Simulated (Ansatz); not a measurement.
Reactions of CH7BGeS (`CS[BH][GeH3]`).

Computed with Ansatz on PBE0-D4/def2-TZVP structures; ΔE is electronic, products minus reactants. CCSD(T)/CBS is the MP2 limit (def2-TZVPP, def2-QZVPP) plus CCSD(T) − MP2 in def2-TZVPP, frozen cores. This one scheme is used for every species, atoms too. DFT in def2-TZVPP. No spin–orbit coupling; open shells (•) take unrestricted orbitals. Spin–orbit coupling would lower the free atoms: a little for B, C, S; clearly for Ge. Elements past krypton have def2 core potentials. Bonds to Cd, Ge, In are less sure, by a few kJ/mol each and by 10 to 20 or more in all where they break to atoms, as the def2 sets lack core-valence functions. Scalar relativity is left out up to krypton. Each species was taken in one conformer, which may not be the lowest.

```csv
reaction,MP2/CBS(def2) (kcal/mol),ωB97M-V (kcal/mol)
`CS[BH][GeH3]` + H₂O → `O[BH][GeH3]` + CH₃SH,-3.0,-6.9
`CS[BH][GeH3]` + `O[SiH2]F` → `F[SiH2][O][GeH3]` + `BSC`,-8.4,-9.3
`CS[BH][GeH3]` + H₂S → `CSBS` + GeH₄,-17.7,-17.7
`CS[BH][GeH3]` + `O[SiH3]` → `CSBO[SiH3]` + GeH₄,-26.8,-28.5
`CS[BH][GeH3]` + `[NH2][Cd][NH2]` → `N[BH][GeH3]` + `C[S][Cd][NH2]`,-28.4,-30.4
`CS[BH][GeH3]` + HCl → `CSBCl` + GeH₄,-19.5,-20.2
`CS[BH][GeH3]` + `C[NH][InH2]` → `C[N]([GeH3])[InH2]` + `BSC`,-4.0,-1.8
`CS[BH][GeH3]` + CH₄ → `C[BH][GeH3]` + CH₃SH,29.5,27.1
`CS[BH][GeH3]` + `[GeH3][SiH2][SiH2][SiH2][GeH3]` → `[GeH3][SiH2][SiH2][SiH2][GeH2][GeH3]` + `BSC`,-10.1,-9.9
`CS[BH][GeH3]` → B• + C• + Ge• + 7 H• + S•,855.1,854.4
```

Q: Give the CCSD(T)/CBS values in the same order. (Best estimate.)

A: The calculation gave: -4.5, -8.1, -16.3, -26.6, -28.9, -18.2, -2.5, 28.1, -9.3, 853.5 kcal/mol.

Largest T1 diagnostic: 0.016, for `C[NH][InH2]`.
